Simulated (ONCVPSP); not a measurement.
# PBE ONCV dataset for osmium (Os), fully relativistic all-electron reference.

Os (Z = 76), optimised norm-conserving Vanderbilt (ONCV), made with ONCVPSP 4.0.1 (PBE, fully relativistic). Core [Kr] 4d10 4f14 5s2, reference 5p6 5d6 6s2. Waves: 6s: rc 2.65 bohr, ncon 4, nbas 8, qcut 2.5 1/bohr, 3 projectors, debl 1.2 Ha; 5p: rc 1.15 bohr, ncon 4, nbas 8, qcut 8.3 1/bohr, 2 projectors, debl 1.9 Ha; 5d: rc 2.50 bohr, ncon 3, nbas 8, qcut 5.6 1/bohr, 3 projectors, debl 3.7 Ha; f scattering state at 0.38 Ha: rc 2.45 bohr, ncon 4, nbas 8, qcut 4.3 1/bohr, 2 projectors, debl 3.9 Ha. Local part: polynomial inside 0.80 bohr (lpopt 3, dvloc0 0 Ha). Core correction: Teter function fitted to the true core (icmod 2), fcfact 0.35.

Open shells are filled in proportion to 2j + 1.

All-electron outer shells of the reference configuration (PBE, scalar-relativistic, ld1.x):

```csv
shell,level (eV),outermost node (bohr),outermost maximum (bohr)
4f,-51.98,–,0.40
5p,-50.84,0.55,1.03
5d,-6.25,0.60,1.36
6s,-6.15,1.20,2.48
```

(1) Estimate the cutoffs (Ha) at which the residual kinetic energy of the hardest occupied pseudo-wave falls to 1 and 0.1 mHa per electron.

(2) What does a ghost test show?

(3) Which valence shell sets the plane-wave cutoff?

(4) Tests: 5p6 5d6 6s1; 5p6 5d6 6s0; 5p6 5d5 6s0; 5p6 5d6 6s0 6p2. Which has the largest error in its energy relative to the reference configuration, and how large is it?

Answers

(1) 45 Ha and 142 Ha.

(2) Ghosts flagged at negative energy: s at -271.7 eV; GHOST(+) flagged for s at 62.7 eV, d5/2 at 172.5 eV, d3/2 at 208.7 eV, f7/2 at 211.2 eV, p3/2 at 211.3 eV and 1 more. A true bound ghost makes a file unfit for plane-wave use.

(3) 5p: 45 Ha for 1 mHa per electron, against 12 Ha for 5d.

(4) 5p6 5d6 6s0 6p2, with -26 meV (all-electron minus pseudo) on +10.35 eV.
